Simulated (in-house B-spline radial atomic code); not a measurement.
Zn. Computed with a B-spline radial atomic code. Model: non-relativistic spherical atom: semilocal Troullier-Martins pseudo-atom, one channel per l, against all electrons, high spin, G0W0 and RPA with empty states to l = 8, local potential for every l without a channel, a model core (radius 0 = none) keeps its share of the functional.

What the tables leave out is listed at the end.

The pseudopotential gives back the lowest level of each angular momentum of its own functional in the configuration it was made in; a second state of the same l is only approximately right. Exact exchange, RPA and GW see the smooth pseudo-orbitals and miss the exchange with the core, for which the functional's share stands in. The column with an uncorrelated core keeps all orbitals and exact exchange, and so separates missing core correlation from pseudisation. Only the three outermost levels and the lowest empty one were computed. RPA here is direct RPA, with no exchange kernel, and its energies carry an (l + 1/2)⁻⁴ tail. A hybrid on a potential with a model core restores only its own semilocal share of the core's exchange.

Command:
```bash
python run_psgw.py task.json out
```
Settings (lengths in bohr, energies in hartree):
```
Z                      30
electrons              30
configuration          [Ar] 3d10 4s2
generated_in           [Ar] 3d10 4s2
functional             pbe,pbe
core_shells            5
radius_factor          0.9
core_correction        False
ion_configuration      [Ar] 3d10 4s1
```

Run time, properties included: 66 s on 1 thread of Arm Neoverse N1, with other jobs on the host.

Given: made with PBE; model core radius 0 bohr; local radius 1.704 bohr; mean-field start PBE.

Valence shells of the generating configuration: 3d, 4s.

Channel: s 1.929, p 2.763, d 1.517 (radii in bohr).

Computed: largest level miss in the spin-unpolarised generating configuration 0 eV; valence RPA correlation energy pseudo -1.0197 hartree; all-electron RPA polarisability, core included 32.071 bohr³; pseudo-atom RPA polarisability 32.048 bohr³; ionisation by mean-field all-electron 9.377 eV; ionisation by mean-field pseudo minus all -0.029 eV; ionisation by RPA pseudo minus all 0.676 eV.

| level | occupied | mean-field all-electron (eV) | mean-field pseudo minus all (eV) | G0W0 all-electron (eV) | G0W0 uncorrelated core minus all (eV) | G0W0 pseudo minus all (eV) | exchange self-energy all-electron (eV) | exchange self-energy pseudo (eV) |
| --- | --- | --- | --- | --- | --- | --- | --- | --- |
| 4s | 1 | -5.8255 | 0 | -9.2023 | -0.028 | -0.253 | -11.76 | -10.776 |

Problem. What is the valence RPA correlation energy all-electron orbitals?

Solution. -0.79779 hartree.

Problem. What is the ionisation by RPA all-electron?

Solution. 9.5492 eV.

Given: mean-field start PBE0.

Computed: valence RPA correlation energy all-electron orbitals -0.74647 hartree; valence RPA correlation energy pseudo -0.98244 hartree; all-electron RPA polarisability, core included 28.852 bohr³; pseudo-atom RPA polarisability 27.708 bohr³; ionisation by mean-field all-electron 9.0695 eV; ionisation by mean-field pseudo minus all 0.162 eV.

```json
{"level": "4s", "occupied": "1", "mean-field all-electron (eV)": "-6.5448", "mean-field pseudo minus all (eV)": "-0.147", "G0W0 all-electron (eV)": "-9.2353", "G0W0 uncorrelated core minus all (eV)": "-0.027", "G0W0 pseudo minus all (eV)": "-0.435", "exchange self-energy all-electron (eV)": "-11.482", "exchange self-energy pseudo (eV)": "-10.795"}
```

Problem. What is the ionisation by RPA all-electron?

Solution. 9.3734 eV.

Problem. What is the ionisation by RPA pseudo minus all?

Solution. 0.673 eV.

Given: mean-field start Hartree-Fock.

Computed: valence RPA correlation energy all-electron orbitals -0.63374 hartree; pseudo-atom RPA polarisability 22.039 bohr³; ionisation by mean-field all-electron 7.6223 eV; ionisation by mean-field pseudo minus all 0.524 eV; ionisation by RPA all-electron 8.9276 eV; ionisation by RPA pseudo minus all 0.728 eV.

| level | occupied | mean-field all-electron (eV) | mean-field pseudo minus all (eV) | G0W0 all-electron (eV) | G0W0 uncorrelated core minus all (eV) | G0W0 pseudo minus all (eV) | exchange self-energy all-electron (eV) | exchange self-energy pseudo (eV) |
| --- | --- | --- | --- | --- | --- | --- | --- | --- |
| 4s | 1 | -7.9595 | -0.564 | -9.073 | -0.016 | -0.811 | -10.496 | -10.589 |
| 3d | 1 | -21.294 | 4.679 | -18.659 | -0.213 | 2.934 | -52.614 | -32.592 |

Problem. What is the all-electron RPA polarisability, core included?

Solution. 25.248 bohr³.

Problem. What is the valence RPA correlation energy pseudo?

Solution. -0.8906 hartree.

Among the listed levels the largest G0W0 shift of the pseudo-atom is +2.93 eV, for 3d on the Hartree-Fock start, while leaving the core uncorrelated moves that level by -0.21 eV. So pseudisation and the lost core exchange, not the missing core correlation, make the error. Not in the tables (levels of low weight, unsolved or above zero; the highest and the empty levels are kept at any weight): on PBE the G0W0 levels 3d (pseudo minus all +4.44 eV, weights 0.74 and 0.00), 4p (pseudo minus all -0.06 eV, weights 0.91 and 0.91); on PBE0 the G0W0 levels 3d (pseudo minus all +4.00 eV, weights 0.81 and 0.65), 4p (pseudo minus all -0.01 eV, weights 0.94 and 0.94).
